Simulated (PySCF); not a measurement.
Energy of Tl (thallium, neutral) between two integer charges

The 6p alpha orbital of [Xe] 4f14 5d10 6s2 6p1 is emptied in steps (occupation f), with all orbitals relaxed, ending at [Xe] 4f14 5d10 6s2. Computed with PySCF 2.14 in def2-TZVPPD with the def2 core potential (60 electrons), with a scalar-relativistic core potential. The exact energy is a straight line in f; departures are measured from the line between the end points of the same method.

| f | UHF (eV) | LDA (eV) | PBE (eV) | PBE0 (eV) | r2SCAN (eV) | LC-wPBE (eV) | BHandHLYP (eV) | wB97X (eV) | BLYP (eV) | TPSS (eV) |
| --- | --- | --- | --- | --- | --- | --- | --- | --- | --- | --- |
| 1 | 0.000 | 0.000 | 0.000 | 0.000 | 0.000 | 0.000 | 0.000 | 0.000 | 0.000 | 0.000 |
| 0.8 | 0.036 | -0.458 | -0.443 | -0.323 | -0.416 | 0.010 | -0.223 | -0.036 | -0.459 | -0.427 |
| 0.6 | 0.052 | -0.694 | -0.671 | -0.486 | -0.619 | 0.018 | -0.336 | -0.055 | -0.697 | -0.645 |
| 0.4 | 0.051 | -0.700 | -0.676 | -0.486 | -0.610 | 0.022 | -0.337 | -0.056 | -0.704 | -0.648 |
| 0.2 | 0.034 | -0.469 | -0.453 | -0.324 | -0.394 | 0.017 | -0.226 | -0.037 | -0.473 | -0.434 |
| 0 | 0.000 | 0.000 | 0.000 | 0.000 | 0.000 | 0.000 | 0.000 | 0.000 | 0.000 | 0.000 |

| method | E(f=0) − E(f=1) (eV) | −ε at f=1 (eV) | −ε at f=0.4 (eV) |
| --- | --- | --- | --- |
| UHF | 5.010 | 5.237 | 4.963 |
| LDA | 5.582 | 2.754 | 6.143 |
| PBE | 5.421 | 2.680 | 5.962 |
| PBE0 | 5.438 | 3.425 | 5.843 |
| r2SCAN | 5.498 | 2.898 | 6.073 |
| LC-wPBE | 5.508 | 5.562 | 5.507 |
| BHandHLYP | 5.393 | 4.005 | 5.667 |
| wB97X | 5.292 | 5.076 | 5.337 |
| BLYP | 5.349 | 2.519 | 5.904 |
| TPSS | 5.335 | 2.684 | 5.859 |

Orbital energy along the path (eV):

```csv
f,UHF,LDA,PBE,PBE0,r2SCAN,LC-wPBE,BHandHLYP,wB97X,BLYP,TPSS
1,-5.237,-2.754,-2.680,-3.425,-2.898,-5.562,-4.005,-5.076,-2.519,-2.684
0.8,-5.140,-3.838,-3.737,-4.221,-3.946,-5.556,-4.552,-5.153,-3.599,-3.717
0.6,-5.049,-4.971,-4.834,-5.029,-5.014,-5.539,-5.106,-5.241,-4.730,-4.780
0.4,-4.963,-6.143,-5.962,-5.843,-6.073,-5.507,-5.667,-5.337,-5.904,-5.859
0.2,-4.881,-7.333,-7.111,-6.656,-7.057,-5.454,-6.234,-5.434,-7.106,-6.951
0,-4.805,-8.508,-8.258,-7.450,-7.818,-5.398,-6.816,-5.500,-8.324,-8.065
```

Reference removal energy between the ground levels: 6.108 eV (measured; NIST Atomic Spectra Database, ionization energies). The calculation has no spin-orbit coupling. UHF lacks correlation.
